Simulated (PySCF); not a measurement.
**ClI2: from structure and modes to constants**

Computed with UPBE0 in PySCF with Cl def2-SVP, I def2-SVP with ECP28; scalar-relativistic core potentials, no spin–orbit coupling; density-fitted integrals.

The doublet minimum has Cs symmetry. Masses (u): Cl 34.96885, I 126.90447.

```xyz
3
charge 0 multiplicity 2, angstrom
Cl    0.1296    0.0000   -0.6728
I     2.4603    0.0000    0.0993
I    -2.4961    0.0000    0.0861
```

Harmonic wavenumbers (cm⁻¹): 46.9 (a', ×1), 60.4 (a', ×1), 231.8 (a', ×1).

(1) Find the principal moments of inertia and the rotational constants. What kind of rotor is it?

(2) What is the harmonic zero-point energy?

(3) Find the vibrational entropy and heat capacity at 298.15 K.

(4) Give the standard entropy (298.15 K, 1 bar) by its translational, rotational, vibrational and spin parts, and Cp.

Results:

(1) About the centre of mass I = 18.02, 1559.4, 1577.5 u Å². With B = 16.8576/I this gives 0.9355, 0.01081, 0.01069 cm⁻¹. The molecule is an asymmetric top with κ = -1.00.

(2) Half the sum of all 3 wavenumbers, 339/2 = 170 cm⁻¹, which is 2.0 kJ/mol (1 cm⁻¹ = 0.0119627 kJ/mol).

(3) With u = 1.43878 ω/T, each mode gives S = R[u/(eᵘ−1) − ln(1−e⁻ᵘ)] and C = R u² eᵘ/(eᵘ−1)².
```json
{"ω (cm⁻¹)": "46.9", "u": "0.226", "S (J/(mol K))": "20.69", "C (J/(mol K))": "8.28"}
{"ω (cm⁻¹)": "60.4", "u": "0.291", "S (J/(mol K))": "18.60", "C (J/(mol K))": "8.26"}
{"ω (cm⁻¹)": "231.8", "u": "1.119", "S (J/(mol K))": "7.80", "C (J/(mol K))": "7.50"}
```
The sums over all modes are S = 47.1 and C = 24.0 J/(mol K); the softest mode gives 44 % of the entropy.

(4) Sackur–Tetrode with M = 288.78 u gives 179.5; rotation with symmetry number 1 gives 121.7; vibration 47.1; spin R ln 2 = 5.8. The total is 354.1 J/(mol K), and Cp = 4 R + 24.0 = 57.3 J/(mol K).

Other isomers or separated fragments may lie lower. With an element this heavy the missing spin–orbit coupling can shift these numbers.
